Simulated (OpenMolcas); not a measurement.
V4+ among 5 point charges of -2.6 e arranged as a trigonal bipyramid (D3h), 2 Å from the ion, with the axial distance 2.060 Å.

```json
{"Program": "OpenMolcas", "Method": "CASSCF", "Basis": "ANO-RCC-VTZP [6s5p3d2f1g]", "Scalar Hamiltonian": "DKH2, point nucleus", "Active space": "1 electron in 5 orbitals (3d)", "State averaging": "2S+1 = 2 even, 5 roots", "Spin-orbit coupling": "RASSI with atomic mean-field integrals over the reference wave functions"}
```

Question: What is the spin-free ground state (labels of D3, the rotations of D3h)?

Answer: 2E, 2-fold in its orbital part, 100 % from free-ion D terms; it has the highest spin that d1 allows.

Question: Where is the first state of the same spin?

Answer: 2E at 108 cm-1 above the ground state. The two act as a nearly degenerate pair, with unquenched orbital momentum.

Question: What are the lowest two levels with spin-orbit coupling?

Answer: A 2-fold level E3/2 with g = 0.00, 0.00, 2.29, then a 2-fold level E1/2 310.4 cm-1 above it. Their leading multiplicities are 2 (100 %) and 2 (100 %).

Question: What is χT at 300 K, and how does it compare with the textbook value?

Answer: The lowest level has 2S+1 = 2, for which the spin-only value is χT = S(S+1) / 2 = 0.375 cm3 K/mol (g = 2). The computed 0.398 at 300 K differs by +0.023, through orbital momentum, spin-orbit coupling and any other state in reach.

An orbital doublet at a regular site is open to a Jahn-Teller distortion, which this geometry leaves out. The ground term spreads over less than 5000 cm-1, several times less than with real ligands, so orbital moments are less quenched and χT lies further from the spin-only value than at real sites. This is an electrostatic model: the charges have no orbitals. No measured value stands beside these numbers.
